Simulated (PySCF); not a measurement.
Worked example: oscillator strength and radiative lifetime

Al(AsH2)2(H) (AlAs2H5), SMILES [AsH2][AlH][AsH2].

Geometry: B3LYP-D3(BJ)/def2-SVP. The structure was generated by enumeration; whether it is a known compound was not checked.

TDDFT-PBE0/def2-SVPD run with PySCF 2.14.0 puts the first singlet state with f over 0.02 at 5.44 eV (vertical), with the transition dipole (0.946, 0.270, 0.000) in atomic units.

Question: Find the oscillator strength, the wavelength and the radiative lifetime that this transition would have in vacuum if emission retraced absorption.

Answer: 
|μ|² = 0.9678 au, so |μ| = 2.50 D. ΔE = 5.44/27.211 = 0.1999 hartree. f = (2/3) ΔE |μ|² = 0.129 (the program prints 0.129).
λ = 1239.84/5.44 = 228 nm; ν = 43877 cm⁻¹.
Einstein's coefficient A = 0.6670 ν² f s⁻¹ (ν in cm⁻¹) = 1.7e8 s⁻¹, so τ = 1/A = 6.0 ns. This state is S3; the lower singlets have f = 0.003, 0.008. The figure is the radiative limit of this one transition; relaxation, internal conversion, crossing to triplets and a medium change what is measured.
